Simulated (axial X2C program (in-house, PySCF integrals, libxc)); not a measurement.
Outer orbitals of MoO⁺ at 1.620 Å, PBE0

Computed with an axial X2C code built on PySCF integrals. Spin-free means the one-electron spin-free X2C Hamiltonian; two-component (2c) means X2C with spin–orbit coupling and atomic mean-field two-electron Coulomb and Gaunt terms, so the difference of the two also holds small scalar two-electron terms. Basis: Mo dyall-v3z [11s12p9d3f2g], O dyall-v3z [6s5p2d1f] (cores contracted in-house); Gaussian nuclei, density fitting, unrestricted open shells. Masses: Mo 97.905 u, O 15.995 u.

The distance is close to the 2c PBE0 minimum; the highest filled and lowest empty levels are listed.

Spin-free orbitals, state M_S = 3/2, Λ = 0 (beyond evenly filled blocks: σα, δ+α, δ-α) (Löwdin shares):

```csv
symmetry,occupied,ε (eV),atomic character
σβ,yes,-33.44,"65% O s, 14% Mo d, 10% Mo p"
σα,yes,-33.00,"64% O s, 15% Mo d, 10% Mo p"
σα,yes,-18.96,"57% O p, 32% Mo d, 5% O s"
π+β,yes,-18.54,"68% O p, 24% Mo d, 3% Mo f"
π-β,yes,-18.54,"68% O p, 24% Mo d, 3% Mo f"
σβ,yes,-18.53,"66% O p, 24% Mo d, 4% O s"
π-α,yes,-18.36,"56% O p, 38% Mo d, 2% Mo f"
π+α,yes,-18.36,"56% O p, 38% Mo d, 2% Mo f"
δ-α,yes,-15.23,100% Mo d
δ+α,yes,-15.23,100% Mo d
σα,yes,-12.76,"58% Mo s, 23% Mo d, 16% O p"
π+α,no,-9.97,"56% Mo d, 25% O p, 12% Mo p"
π-α,no,-9.97,"56% Mo d, 25% O p, 12% Mo p"
δ-β,no,-9.26,100% Mo d
δ+β,no,-9.26,100% Mo d
```

Spinors with spin–orbit coupling (state Ω = 3/2):

```tsv
ω	occupied	ε (eV)	atomic character	λ mixture
-1/2	yes	-33.43	65% O s, 14% Mo d, 10% Mo p	100% σ
1/2	yes	-32.99	64% O s, 15% Mo d, 10% Mo p	100% σ
1/2	yes	-18.96	57% O p, 32% Mo d, 5% O s	99% σ, 1% π
1/2	yes	-18.56	68% O p, 24% Mo d, 3% Mo f	99% π, 1% σ
-1/2	yes	-18.53	65% O p, 24% Mo d, 4% O s	98% σ, 2% π
-3/2	yes	-18.52	68% O p, 24% Mo d, 3% Mo f	100% π
-1/2	yes	-18.37	56% O p, 37% Mo d, 2% Mo f	98% π, 2% σ
3/2	yes	-18.34	56% O p, 38% Mo d, 3% Mo f	100% π
-3/2	yes	-15.32	100% Mo d	100% δ
5/2	yes	-15.13	100% Mo d	100% δ
1/2	yes	-12.76	57% Mo s, 23% Mo d, 16% O p	100% σ
-1/2	no	-10.02	56% Mo d, 25% O p, 12% Mo p	100% π
3/2	no	-9.93	57% Mo d, 25% O p, 11% Mo p	99% π, 1% δ
3/2	no	-9.34	99% Mo d	99% δ, 1% π
-5/2	no	-9.19	100% Mo d	100% δ
```

(1) How does the gap between the highest filled and lowest empty level change from the spin-free to the 2c table?

Mulliken charges and populations of the two-component result (they depend on the basis, above all on diffuse functions):

Mo 1.10 e (s 8.68 p 18.04 d 14.09 f 0.07 g 0.02), O -0.10 e (s 3.92 p 4.14 d 0.04). ⟨Lz⟩ = 0.00 ħ and ⟨Sz⟩ = 1.50 ħ (1.62 and -0.12 on the two atoms), which add up to Ω.

One determinant describes the state; a PBE0 search over occupations chose it and may have missed a lower one. Density functionals use the spin component along the axis (collinear). PBE0 can misorder states that lie within some tenths of an eV, so this need not be the ground state of the molecule. The nearest other spin-free determinant of the search, M_S = 3/2, Λ = 1, lies 0.49 eV up at the distance of the search. With several unpaired electrons one determinant need not be a pure state. This is the top spin component of a Σ state; components of lower Ω are not single determinants and can lie lower. The determinant is spin-polarised beyond a pure state at some levels (its spin-free form has ⟨S²⟩ too high), which makes Re and μ there less reliable.

Results:

(1) From 2.79 to 2.74 eV at PBE0, a change of -0.05 eV.
